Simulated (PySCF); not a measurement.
Removal energies of I⁵⁺ from EOM-IP-GCCSD

Reference: closed-shell I⁵⁺, [Kr] 4d10 5s2; one electron is removed. Calculated with PySCF 2.14, two-component X2C-1e with screened spin-orbit coupling, x2c-TZVPPall-2c with one added diffuse shell each of s, p, d, f type (9s10p6d3f, 90 functions); frozen [Ar] 3d10; the 6 highest virtual spinors dropped; of the others 102 kept and the rest restored at second order. No Breit or QED terms. Binding energies in eV.

```
level  Koopmans  second order  EOM-CCSD
4p3/2    206.51        194.88    198.33
4d3/2    121.91        119.49    120.20
4d5/2    120.05        117.70    118.39
5s1/2    72.526        74.297    74.287
```

In EOM-CCSD the overlap with the one-orbital guess is low for 4p3/2 (weight 0.67). That can mean mixing with two-hole, one-particle states, where second order and EOM-CCSD lose accuracy, or only a rotation among the degenerate components of the shell; the terms of those configurations are not listed.

For comparison, the ionisation energy of I⁵⁺ is 74.4 ± 0.4 eV (semi-empirical (NIST evaluation); NIST Atomic Spectra Database, ionization energies).

Only part of the computed levels is shown.

Where second order misses EOM-CCSD by more than 1 eV, it overshoots the relaxation and correlation of that hole or particle, which higher orders damp.
